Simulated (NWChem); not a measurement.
System: BeSiH3F; SMILES [F][Be][SiH3]

NWChem input:

```
start job
memory heap 200 mb stack 900 mb global 1100 mb
geometry units angstroms noautosym nocenter noautoz
  Be     0.000882     0.821002     0.000001
  F      0.001056     2.213735    -0.000009
  Si     0.000299    -1.345833     0.000006
  H      0.702883    -1.894160    -1.204401
  H     -1.394410    -1.893218    -0.006494
  H      0.691630    -1.894161     1.210906
end
basis spherical
  * library def2-tzvp
end
dft
  xc b3lyp
  iterations 150
  vectors input atomic output neutral.movecs
end
task dft energy
charge 1
dft
  odft
  mult 2
  vectors input atomic output cation.movecs
end
task dft energy
```

Structure relaxed at the PBE0/def2-SVP level.

Ions are spin-unrestricted doublets at the neutral geometry; other ion states weren't tried.

**Question.** Give the results of this calculation. (B3LYP/def2-TZVP, vertical spin-unrestricted ions.) Quantities: vertical ionisation energy, ΔSCF (eV); −ε(HOMO) (eV).

**Answer.** 
```
Property                               Result
-------------------------------------  ------
vertical ionisation energy, ΔSCF (eV)   10.83
−ε(HOMO) (eV)                            8.21
```
